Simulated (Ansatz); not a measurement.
One change: `[GeH3][SiH2][GeH2][GeH3]` becomes `[SiH3][GeH2][SiH2][GeH2][GeH3]`.

Ansatz, PBE0-D4/def2-TZVP geometries, multiplicity 1. Each molecule was computed in one conformer, which needn't be the lowest.

Scalar relativity is left out up to krypton.

```csv
property,`[GeH3][SiH2][GeH2][GeH3]`
HOMO–LUMO gap (B3LYP/def2-TZVPP) / eV,7.18
LUMO energy (PBE/def2-TZVPP) / eV,-0.99
HOMO energy (B3LYP/def2-TZVPP) / eV,-7.58
HOMO–LUMO gap (ωB97M-V/def2-TZVPP) / eV,11.21
HOMO energy (PBE0/def2-TZVPP) / eV,-7.79
size of the dipole moment (ωB97M-V/def2-TZVPP) / D,0.20
```

(1) What does the change do to each property? (Estimate.)

Answers

(1) Computed: 
```json
{"property": "HOMO–LUMO gap (B3LYP/def2-TZVPP) / eV", "`[SiH3][GeH2][SiH2][GeH2][GeH3]`": "7.00", "shift": "-0.18"}
{"property": "LUMO energy (PBE/def2-TZVPP) / eV", "`[SiH3][GeH2][SiH2][GeH2][GeH3]`": "-1.14", "shift": "-0.15"}
{"property": "HOMO energy (B3LYP/def2-TZVPP) / eV", "`[SiH3][GeH2][SiH2][GeH2][GeH3]`": "-7.55", "shift": "0.03"}
{"property": "HOMO–LUMO gap (ωB97M-V/def2-TZVPP) / eV", "`[SiH3][GeH2][SiH2][GeH2][GeH3]`": "10.98", "shift": "-0.23"}
{"property": "HOMO energy (PBE0/def2-TZVPP) / eV", "`[SiH3][GeH2][SiH2][GeH2][GeH3]`": "-7.76", "shift": "0.03"}
{"property": "size of the dipole moment (ωB97M-V/def2-TZVPP) / D", "`[SiH3][GeH2][SiH2][GeH2][GeH3]`": "0.15", "shift": "-0.05"}
```

Dipoles are sizes alone; their direction can turn.

B3LYP here is the variant with VWN-RPA as its local correlation; programs differ in this.
